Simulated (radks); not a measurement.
The numbers below are computed, except where a source is named.
Spherical jellium clusters: N electrons in a uniform positive sphere of charge N and radius rs N^(1/3), rs = 5.51 bohr. Level of theory: non-relativistic Kohn-Sham, LDA (Slater exchange, Perdew-Wang correlation), spin-polarised, spherical densities (a radial shooting solver with Libxc functionals). Levels are named by radial order and angular momentum (1s, 1p, 1d, 2s, ...), and open shells are averaged over m.

N = 24, configuration 1s2 1p6 1d10 2s2 1f(up 4, down 0). This is the lowest configuration that the search found. Occupied and some empty levels:

| level | occupation | eigenvalue (eV) | <r> (bohr) |
|---|---|---|---|
| 1s up | 1 | -3.5746 | 10.30 |
| 1s down | 1 | -3.4672 | 9.858 |
| 1p up | 3 | -3.2460 | 11.65 |
| 1p down | 3 | -3.1061 | 11.47 |
| 1d up | 5 | -2.7892 | 12.58 |
| 1d down | 5 | -2.6338 | 12.53 |
| 2s up | 1 | -2.4149 | 9.392 |
| 2s down | 1 | -2.3524 | 9.644 |
| 1f up | 4 | -2.2250 | 13.35 |
| 1f down | 0 | -2.0643 | 13.38 |
| 2p up | 0 | -1.7071 | 11.29 |
| 2p down | 0 | -1.6379 | 11.36 |
| 1g up | 0 | -1.5715 | 14.09 |
| 1g down | 0 | -1.4133 | 14.18 |
| 2d up | 0 | -1.0136 | 13.39 |
| 2d down | 0 | -0.93693 | 13.48 |

Energy (eV): total -43.1163, kinetic 23.830, external -1179.2, Hartree 588.16, exchange-correlation -67.604, background 591.70.
